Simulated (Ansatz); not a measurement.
# Molecular dynamics of CH6OSn

The input (input.yaml):

```yaml
crystal:
  periodic: [false, false, false]
  atoms:
    - { symbol: Sn, position_ang: [0.039786, -0.070023, -0.007584] }
    - { symbol: C, position_ang: [-0.02218, 0.003995, 2.136955] }
    - { symbol: H, position_ang: [-1.054198, -0.117133, 2.495213] }
    - { symbol: H, position_ang: [0.596428, -0.802113, 2.557676] }
    - { symbol: H, position_ang: [0.366928, 0.971872, 2.482517] }
    - { symbol: H, position_ang: [1.619003, 0.152079, -0.625862] }
    - { symbol: O, position_ang: [-0.940627, 1.500374, -0.752153] }
    - { symbol: H, position_ang: [-1.895182, 1.417528, -0.653781] }
    - { symbol: H, position_ang: [-0.692859, -1.508379, -0.608083] }
basis:
  gaussian: { orbitals: def2-SVP }
hamiltonian:
  xc: pbe0
  dispersion: d4
md:
  timestep: 1.0
  n_steps: 150
  ensemble: nve
  temperature: 300.0
  initial_velocities: maxwell_boltzmann
  seed: 906579
  masses: [{ species: H, mass: 2.014 }]
```

Command:

```bash
$ ansatz run input.yaml --threads 1 --pin off --max-ram 2048MiB --backend cpu --events-out ev --progress --plain --runs-dir out
```

It starts from a relaxed structure.

Output, in part (step lines, the closing report, with atoms numbered from 0):

```
md step     0: t =     0.00 fs  T =   300.0 K  F+E_penalty+E_count = -9007.17177200 eV  E_kin = 0.271446 eV  conserved = -9006.90032600 eV  (25 SCF iters)
[... lines left out ...]
Total energy: -9006.98007747 eV, -331.0004126965 hartree
Atom 0 at     0.051690    -0.089243    -0.018046 Å, force    -0.577211     1.337722     0.070407 eV/Å
Atom 1 at    -0.036950     0.054609     2.123214 Å, force    -0.028119     0.006023     0.705520 eV/Å
Atom 2 at    -1.019883    -0.181041     2.543666 Å, force    -0.478258     0.113878    -0.347601 eV/Å
Atom 3 at     0.606774    -0.595434     2.721876 Å, force     0.557590    -0.380803    -0.355914 eV/Å
Atom 4 at     0.213231     1.064971     2.471105 Å, force    -0.038225     0.252228    -0.275735 eV/Å
Atom 5 at     1.684623    -0.018291    -0.586073 Å, force    -0.323826     0.121478    -0.020854 eV/Å
Atom 6 at    -0.992506     1.583169    -0.663908 Å, force     0.582963    -0.840415     0.253396 eV/Å
Atom 7 at    -1.926317     1.409084    -0.864308 Å, force     0.441360    -0.171614     0.116227 eV/Å
Atom 8 at    -0.819775    -1.392127    -0.640968 Å, force    -0.136273    -0.438497    -0.145446 eV/Å
Dipole moment:    -0.052984    -0.395848     0.200212 e Å
```

The steps, from the saved trajectory:

| time (fs) | T (K) | potential energy less start (eV) | conserved less start (meV/atom) |
| --- | --- | --- | --- |
| 0 | 300 | 0.000 | 0.00 |
| 5 | 173 | 0.116 | 0.15 |
| 10 | 106 | 0.177 | 0.15 |
| 15 | 116 | 0.168 | 0.14 |
| 20 | 135 | 0.151 | 0.15 |
| 25 | 160 | 0.128 | 0.13 |
| 30 | 160 | 0.128 | 0.15 |
| 35 | 214 | 0.078 | 0.04 |
| 40 | 110 | 0.173 | 0.15 |
| 45 | 84 | 0.197 | 0.16 |
| 50 | 183 | 0.106 | 0.07 |
| 55 | 152 | 0.136 | 0.19 |
| 60 | 157 | 0.130 | 0.08 |
| 65 | 103 | 0.180 | 0.15 |
| 70 | 125 | 0.160 | 0.14 |
| 75 | 188 | 0.101 | 0.03 |
| 80 | 140 | 0.147 | 0.17 |
| 85 | 194 | 0.097 | 0.11 |
| 90 | 151 | 0.136 | 0.12 |
| 95 | 82 | 0.199 | 0.18 |
| 100 | 103 | 0.179 | 0.14 |
| 105 | 177 | 0.113 | 0.11 |
| 110 | 251 | 0.045 | 0.04 |
| 115 | 138 | 0.148 | 0.17 |
| 120 | 132 | 0.153 | 0.13 |
| 125 | 160 | 0.128 | 0.10 |
| 130 | 105 | 0.179 | 0.21 |
| 135 | 184 | 0.105 | 0.10 |
| 140 | 219 | 0.074 | 0.08 |
| 145 | 173 | 0.116 | 0.12 |
| 150 | 89 | 0.192 | 0.10 |

The run went to its last step. The conserved energy stayed within 0.22 meV per atom of its start (net change 0.096 meV per atom), so the integration is sound. Over the second half the temperature averaged 0.52 of the 300 K drawn at the start: a run that starts near a minimum puts about half its kinetic energy into the potential. A run of 0.15 ps of so small a system gives no equilibrium averages.

The same pairs are bonded in the first frame and the last. Pairs count as bonded within 1.25 times the sum of covalent radii (0.12 Å more for H–H).

Last frame:

```xyz
9
Properties=species:S:1:pos:R:3
Sn 0.052 -0.089 -0.018
C -0.037 0.055 2.123
H -1.020 -0.181 2.544
H 0.607 -0.595 2.722
H 0.213 1.065 2.471
H 1.685 -0.018 -0.586
O -0.993 1.583 -0.664
H -1.926 1.409 -0.864
H -0.820 -1.392 -0.641
```

Time of the run: 8.9 min on 1 thread of Arm Neoverse V2, with other jobs on the host, peak memory 0.16 GiB.
